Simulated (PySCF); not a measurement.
# The second ionisation energy along the noble gases

All values are computed (PySCF 2.14, energy differences of UHF-based or UKS calculations, no spin-orbit coupling). Values in eV. The last column holds reference values (NIST; (s) semi-empirical, (t) theoretical, else measured). Unmarked ones compare directly (S terms, centres of terms, or small fine structure); those marked * lie between the lowest fine-structure levels and include a spin-orbit shift.

```
                        element                         configurations     UHF  MP2 (valence)  SCS-MP2 (valence)     reference
Ar (x2c-TZVPall, spin-free X2C)            [Ne] 3s2 3p5 → [Ne] 3s2 3p4  26.368         27.331             27.324      27.630 *
Kr (x2c-TZVPall, spin-free X2C)  [Ar] 3d10 4s2 4p5 → [Ar] 3d10 4s2 4p4  23.252         24.075             24.072      24.360 *
Xe (x2c-TZVPall, spin-free X2C)  [Kr] 4d10 5s2 5p5 → [Kr] 4d10 5s2 5p4  20.100         20.756             20.749  20.975 (s) *
```

"Valence" correlates the outer s and p shells and, in groups 3 to 12 and the f block, the outer d or f shell, open or full, or the next shell where the ion has no valence electron left; the wider scheme adds the next inner shell.
